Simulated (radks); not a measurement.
Problem. The table gives one normalised radial function P(r) = r R(r) of Ba2+ in [Xe] (r in bohr). All-electron calculation, scalar-relativistic Kohn-Sham, PBEsol, spin-unpolarised, spherical densities, finite nucleus; Fermi nuclear charge, rms radius 4.8378 fm; hard spherical wall at 10 bohr. Program: a radial shooting solver on a logarithmic mesh with Libxc functionals.

| r | P |
|---|---|
| 0.001871 | 0.0017 |
| 0.002515 | 0.0029 |
| 0.003382 | 0.0049 |
| 0.004546 | 0.0082 |
| 0.006113 | 0.0135 |
| 0.008218 | 0.0221 |
| 0.01105 | 0.0357 |
| 0.01486 | 0.0561 |
| 0.01997 | 0.0849 |
| 0.02685 | 0.1219 |
| 0.0361 | 0.1619 |
| 0.04854 | 0.1911 |
| 0.06526 | 0.1846 |
| 0.08774 | 0.1134 |
| 0.118 | -0.0320 |
| 0.1586 | -0.2041 |
| 0.2132 | -0.2842 |
| 0.2867 | -0.1513 |
| 0.3854 | 0.1674 |
| 0.5182 | 0.4194 |
| 0.6967 | 0.3098 |
| 0.9367 | -0.1631 |
| 1.259 | -0.6615 |
| 1.693 | -0.8445 |
| 2.276 | -0.6609 |
| 3.061 | -0.3359 |
| 4.115 | -0.1072 |
| 5.532 | -0.0191 |
| 7.438 | -0.0016 |
| 10 | 0.0000 |

Which n and l does it have? It may be an empty orbital.

Solution. n = 5, l = 1: the number of nodes gives n - l - 1 = 3, the rise at small r (about r^(l+1), flatter next to the nucleus through relativity) gives l, and the extent must fit the shell. The curve is that of 5p. 5p: eigenvalue -30.926 eV, 3 radial nodes at r = 0.112, 0.334, 0.857 bohr, <r> = 1.89 bohr, 90 % of the charge inside 2.75 bohr.
